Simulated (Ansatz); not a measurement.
C9H17GeNSi (`C[Si](C)(C)[N]([GeH3])c1ccccc1`) from Hartree–Fock to CCSD(T)

Z-matrix (Å, degrees):
```
C
Si 1 1.873
H 1 1.093 2 111.5
H 1 1.092 2 112.8 3 -122.1
H 1 1.094 2 109.2 3 118.8
C 2 1.873 1 108.2 3 176.5
C 2 1.868 1 109.1 3 -63.2
N 2 1.752 1 107.6 3 55.1
H 6 1.094 2 110.7 1 -63.6
H 6 1.094 2 110.6 1 55.7
H 6 1.093 2 112.3 1 176.0
H 7 1.094 2 109.7 1 -57.7
H 7 1.091 2 112.6 1 -178.0
H 7 1.093 2 110.6 1 61.4
Ge 8 1.853 2 121.4 1 28.7
C 8 1.405 2 121.8 1 -150.2
H 15 1.542 8 111.9 2 -87.0
H 15 1.535 8 107.2 2 152.4
H 15 1.538 8 107.9 2 32.6
C 16 1.397 8 121.0 2 134.7
C 16 1.397 8 121.1 2 -45.4
C 20 1.385 16 121.1 8 179.9
H 20 1.085 16 119.3 8 -1.5
C 21 1.385 16 121.0 8 179.2
H 21 1.084 16 119.2 8 -2.1
C 22 1.387 20 120.5 16 0.8
H 22 1.084 20 119.4 16 -180.0
H 24 1.085 21 119.3 16 -179.9
H 26 1.083 22 120.5 20 179.6
```

The species carries charge 0 and has multiplicity 1. Correlated methods include outer-core shells of Ge, which these sets cover unevenly. Scalar relativity is left out up to krypton. The structure was optimised at the PBE0-D4/def2-TZVP level. It is one conformer, not always the lowest. Frozen core, restricted reference, Ansatz 0.2.0.

| basis | HF (Eh) | MP2 corr. | CCSD corr. | (T) | CCSD(T) total |
| --- | --- | --- | --- | --- | --- |
| def2-SVP | -2768.87129 | -1.72067 | -1.81909 | -0.06866 | -2770.75904 |
| def2-TZVPP | -2769.68440 | -2.08090 | -2.15547 | -0.10172 | -2771.94159 |
| def2-QZVPP | -2769.75328 | -2.46042 | – | – | – |
